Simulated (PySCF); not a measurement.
## Atomic charges by several schemes

C₆H₁₂SSi.
Cartesian coordinates in Å at the GFN2-xTB level; atoms count from 1:
```
atom  x, y, z in Å
C1    -2.131   -0.171   -0.200
C2    -1.068   -0.634    0.450
C3    -1.007   -2.048    0.950
C4     0.121    0.180    0.759
Si5    0.039    1.903    1.573
C6     0.529    1.344   -0.158
S7     2.250    1.369   -0.676
C8     2.183    0.031   -1.907
H9    -2.980   -0.799   -0.410
H10   -2.196    0.844   -0.551
H11   -0.838   -2.055    2.027
H12   -1.930   -2.580    0.736
H13   -0.181   -2.583    0.481
H14    0.969   -0.424    1.070
H15    1.092    2.266    2.498
H16   -1.275    2.503    1.700
H17   -0.120    1.536   -1.004
H18    1.559    0.340   -2.742
H19    3.199   -0.145   -2.243
H20    1.779   -0.863   -1.442
```

Density: PBE0/pcSseg-1 (PySCF); schemes: Mulliken, IAO, Hirshfeld and ESP-fitted. Isolated species at its GFN2-xTB geometry (one conformer only).

At which atom do the 4 schemes differ most?

At C2: from -0.343 (Mulliken) to +0.661 e (ESP-fitted), 1.004 e apart.

Do the Mulliken, IAO, Hirshfeld and ESP-fitted schemes agree on where the charge is lowest?

The schemes don't all agree: Mulliken C6 (-0.506); IAO C8 (-0.505); Hirshfeld C1 (-0.134); ESP-fitted C1 (-0.723).

Which atoms carry the highest charge in the Mulliken, IAO, Hirshfeld and ESP-fitted schemes?

The schemes don't all agree: Mulliken Si5 (+0.597); IAO Si5 (+0.652); Hirshfeld Si5 (+0.312); ESP-fitted C2 (+0.661).

Tabulate the Mulliken, IAO, Hirshfeld and ESP-fitted charges.

In e:

| atom | environment | Mulliken | IAO | Hirshfeld | ESP-fitted |
| --- | --- | --- | --- | --- | --- |
| C1 | terminal =CH2 carbon | -0.102 | -0.374 | -0.134 | -0.723 |
| C2 | fully substituted alkene carbon | -0.343 | +0.041 | +0.011 | +0.661 |
| C3 | allylic carbon | -0.153 | -0.420 | -0.116 | -0.719 |
| C4 | sp3 carbon bound to silicon | -0.334 | -0.358 | -0.116 | -0.630 |
| Si5 | SiH2 silicon | +0.597 | +0.652 | +0.312 | +0.323 |
| C6 | sp3 carbon bound to sulfur | -0.506 | -0.454 | -0.129 | -0.422 |
| S7 | sulfide sulfur | +0.001 | +0.096 | -0.012 | -0.105 |
| C8 | S-methyl carbon | -0.376 | -0.505 | -0.124 | -0.454 |
| H9 | vinylic hydrogen | +0.099 | +0.144 | +0.038 | +0.213 |
| H10 | vinylic hydrogen | +0.100 | +0.135 | +0.035 | +0.218 |
| H11 | methyl hydrogen | +0.128 | +0.149 | +0.045 | +0.179 |
| H12 | methyl hydrogen | +0.112 | +0.146 | +0.046 | +0.184 |
| H13 | methyl hydrogen | +0.125 | +0.146 | +0.044 | +0.193 |
| H14 | methine hydrogen | +0.132 | +0.153 | +0.036 | +0.270 |
| H15 | Si–H hydrogen | -0.048 | -0.088 | -0.055 | +0.011 |
| H16 | Si–H hydrogen | -0.050 | -0.089 | -0.054 | -0.008 |
| H17 | methine hydrogen | +0.174 | +0.156 | +0.038 | +0.271 |
| H18 | methyl hydrogen | +0.144 | +0.152 | +0.043 | +0.168 |
| H19 | methyl hydrogen | +0.149 | +0.165 | +0.050 | +0.200 |
| H20 | methyl hydrogen | +0.150 | +0.151 | +0.041 | +0.171 |

Mean size of the charges over all atoms: ESP-fitted 0.306 e, IAO 0.229 e, Mulliken 0.191 e, Hirshfeld 0.074 e. Each set sums to the total charge, 0, to within 0.001 e. The ESP scheme fits charges at the nuclei, held to the total charge, to the electrostatic potential on points at 1.4 to 2.0 times the van der Waals radii.

How closely do the schemes follow one another over all atoms?

Correlation coefficient and root-mean-square difference: IAO with Hirshfeld 0.96, 0.188 e; Mulliken with IAO 0.89, 0.129 e; Mulliken with Hirshfeld 0.87, 0.166 e; IAO with ESP-fitted 0.83, 0.210 e; Hirshfeld with ESP-fitted 0.75, 0.308 e; Mulliken with ESP-fitted 0.55, 0.315 e.

How many electrons does the IAO scheme count on C4?

Z − q = 6 − (-0.358) = 6.358.
